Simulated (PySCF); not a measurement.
A GIAO shielding run with PySCF 2.14.0 with density-fitted response routines (density fitting, non-relativistic, gas phase) on `c1([Si@@H](CC)S)ccoc1`, C$_{6}$H$_{10}$OSSi:

```
$ OMP_NUM_THREADS=1 python probes_run.py task.json out

{"job": {"kind": "nmr", "xc": "PBE0", "basis": "pcSseg-1"}, "charge": 0, "multiplicity": 1}
C      2.190237    -0.899868    -0.600818
C      2.000539    -0.064470     0.663069
Si     0.509230     1.110848     0.553602
S      0.918542     2.463684    -1.086652
C     -1.066965     0.185773     0.155930
C     -1.928446    -0.488805     1.069583
C     -2.921096    -1.041177     0.327509
O     -2.744146    -0.766135    -0.976949
C     -1.629607    -0.030712    -1.071423
H      3.049848    -1.560014    -0.499840
H      1.310010    -1.509648    -0.795850
H      2.356222    -0.254262    -1.460287
H      2.906930     0.513891     0.847434
H      1.872697    -0.727495     1.519787
H      0.349476     1.920067     1.764545
H     -0.271850     3.040654    -1.092752
H     -1.807995    -0.541190     2.131697
H     -3.777738    -1.628406     0.593740
H     -1.325691     0.286516    -2.049786
```

Hardware: 1 thread of an Arm Neoverse V1, shared host. The job also computes population analyses, field gradients, ring-centre shieldings.

Question: How large is the calculation?

Answer: 84 electrons, 217 basis functions and 1169 auxiliary functions.

Question: How long does it take, and how much memory does it need?

Answer: 59 s of wall time, with 13 SCF cycles and 5 response iterations; peak memory 1 GiB. Times on a shared host scatter by some tens of per cent.
